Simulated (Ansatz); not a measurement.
A nudged elastic band was laid between two geometries of AlH8N2P (12 atoms, charge 0, multiplicity 1).

Theory: Ansatz 0.2.0, RKS PBE-D4/def2-SVP.

* movable images: 7
* climbing image: yes
* spring: 5.0 eV/Å²
* optimiser: quadratic models (default)
* start path: through a guess of the saddle point
* force threshold: 0.05 eV/Å
* iteration limit: 60
* end points: relaxed

Initial state:

```xyz
12
Properties=species:S:1:pos:R:3
Al -0.734 0.757 -0.177
H -1.103 1.326 -1.627
N -0.162 1.880 1.104
N -1.394 -0.862 0.321
H 2.727 -0.722 -1.389
P 1.383 -0.791 -0.861
H 0.179 2.828 0.931
H -0.104 1.675 2.103
H -2.068 -1.387 -0.242
H -1.387 -1.237 1.272
H 1.712 -1.603 0.271
H 0.950 -1.865 -1.703
```

Final state:

```xyz
12
Properties=species:S:1:pos:R:3
Al 0.151 0.124 0.526
H -0.862 0.166 -2.392
N 0.164 1.613 1.511
N -1.410 -0.587 0.006
H -0.662 0.352 -3.115
P 2.191 -0.790 -0.195
H 1.009 2.148 1.725
H -0.645 2.056 1.952
H -1.491 -1.493 -0.461
H -2.341 -0.194 0.159
H 2.374 -1.469 1.066
H 1.521 -1.925 -0.782
```

Problem. What changes between the two ends?

Solution. Bonds broken: Al1–H2, H5–P6. Bonds formed: H2–H5. AlH8N2P becomes AlH6N2P + H2.

Problem. Give the energies along the band, and the barrier.

Solution. It converged. The highest image is number 4 of 0 to 8, 29.0 kcal/mol above the first end and 30.6 kcal/mol above the last; the last end lies 1.7 kcal/mol below the first. A vibrational analysis at the climbing image gives one clearly imaginary mode, 925i cm⁻¹: a first-order saddle point. The orbitals stay closed-shell, which can raise the energy where a bond breaks towards radicals; this wasn't checked here.

| image | path coordinate (Å) | energy (kcal/mol) | Al1–H2 (Å) | H5–P6 (Å) | H2–H5 (Å) |
| --- | --- | --- | --- | --- | --- |
| 0 | 0.00 | 0.0 | 1.60 | 1.45 | 4.35 |
| 1 | 1.43 | 0.3 | 1.60 | 1.44 | 4.04 |
| 2 | 2.86 | 1.9 | 1.61 | 1.43 | 3.49 |
| 3 | 4.30 | 3.7 | 1.62 | 1.43 | 2.74 |
| 4 | 5.73 | 29.0 | 1.77 | 1.69 | 1.13 |
| 5 | 6.76 | 8.2 | 2.25 | 2.29 | 0.79 |
| 6 | 7.78 | 0.6 | 2.61 | 2.90 | 0.77 |
| 7 | 8.81 | -1.3 | 2.77 | 3.54 | 0.77 |
| 8 | 9.83 | -1.7 | 3.09 | 4.24 | 0.77 |

Problem. What is the geometry of the highest image?

Solution. 
```xyz
12
Properties=species:S:1:pos:R:3
Al -0.433 0.253 0.096
H -0.372 0.549 -1.649
N 0.097 1.566 1.199
N -1.958 -0.661 0.314
H 0.647 0.067 -1.655
P 1.634 -0.854 -0.634
H 1.063 1.717 1.496
H -0.456 2.409 1.374
H -2.507 -1.066 -0.447
H -2.279 -1.027 1.214
H 3.016 -0.731 -0.283
H 1.548 -2.222 -1.025
```

Problem. What are the harmonic wavenumbers there?

Solution. 925i, 46, 108, 166, 224, 233, 265, 285, 306, 358, 374, 425, 564, 644, 657, 717, 861, 922, 1042, 1147, 1341, 1463, 1468, 1550, 2360, 2420, 3498, 3499, 3593, 3597 cm⁻¹.

The band took 28 iterations and about 7 core-minutes.

Run time: 3.5 min on 2 threads of Intel(R) Xeon(R) Platinum 8488C (Sapphire Rapids), on a shared host, peak memory 0.18 GiB.
